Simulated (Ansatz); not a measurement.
Coupled-cluster run, `[AlH2][C]1=C[CH]1[InH2]`.

```yaml
crystal:
  periodic: [false, false, false]
  atoms:
    - {symbol: Al, position_ang: [-1.787087, 1.629620, 0.367668]}
    - {symbol: C, position_ang: [-0.639114, 0.120146, 0.613676]}
    - {symbol: C, position_ang: [0.111330, -0.603832, 1.389068]}
    - {symbol: C, position_ang: [0.142149, -1.092497, -0.006702]}
    - {symbol: In, position_ang: [1.781581, -0.731812, -1.344028]}
    - {symbol: H, position_ang: [-2.172105, 2.509849, 1.626651]}
    - {symbol: H, position_ang: [-2.320033, 1.962936, -1.085959]}
    - {symbol: H, position_ang: [0.488683, -0.774910, 2.385505]}
    - {symbol: H, position_ang: [-0.451731, -1.985805, -0.211911]}
    - {symbol: H, position_ang: [2.582393, 0.795924, -1.144164]}
    - {symbol: H, position_ang: [2.263926, -1.829617, -2.589804]}
basis:
  gaussian: {orbitals: def2-SVP}
correlation: {method: ccsd_t}
```

```sh
$ ansatz run in.yaml --threads 4 --pin off --events-out ev --progress --plain --max-ram 10444MiB
```

The program prints (abridged):

```
Functional definition: HF
1245 factors; integrals over basis functions are off by at most 1.2e-3 eV
mean field evaluation 1: about -14906.5728 eV, gradient 2.9e1 eV
mean field evaluation 2: about -14906.5883 eV, gradient 2.9e1 eV
mean field evaluation 4: about -14909.3614 eV, gradient 3.6e0 eV
mean field evaluation 8: about -14909.4102 eV, gradient 1.7e-1 eV
mean field evaluation 16: about -14909.3955 eV, gradient 4.9e-1 eV
mean field -14909.41042195 eV, -547.9107270452 hartree, gradient 3.0e-6 eV, S^2 0.000000; 0 other end points of the search recorded, 0 dependent functions left out; unrestricted orbitals would lower it
12 core orbitals not correlated: weight in the atoms' cores, before any rotation towards them, 1.000 or more for the frozen orbitals, at most 0.000 for the correlated occupied ones
reference -14909.41042195 eV, -547.9107270452 hartree; 17, 17 occupied and 87, 87 virtual orbitals, 1245 factors
second order -14.99674995 eV of doubles, -0.00000000 eV of singles
cycle   1  -15.65597189 eV  change   -6.6e-1 eV  update   1.1e-1
cycle   2  -16.24075258 eV  change   -5.8e-1 eV  update   3.4e-2
cycle   3  -16.33802855 eV  change   -9.7e-2 eV  update   1.4e-2
cycle   4  -16.33645297 eV  change    1.6e-3 eV  update   4.3e-3
cycle   5  -16.33777876 eV  change   -1.3e-3 eV  update   1.6e-3
cycle   6  -16.33786853 eV  change   -9.0e-5 eV  update   6.1e-4
cycle   7  -16.33767882 eV  change    1.9e-4 eV  update   2.6e-4
cycle   8  -16.33773498 eV  change   -5.6e-5 eV  update   1.3e-4
cycle   9  -16.33775861 eV  change   -2.4e-5 eV  update   5.2e-5
cycle  10  -16.33773760 eV  change    2.1e-5 eV  update   2.0e-5
perturbative correction -0.65181113 eV, -0.0239536173 hartree
Total energy: -14926.39997068 eV, -548.5350814451 hartree
```

Run time 7 s (4 threads of an Arm Neoverse V2 on a shared host); peak host memory 0.64 GiB.

Correlation energy per correlated electron: -0.500 eV. T1 diagnostic: 0.0110.
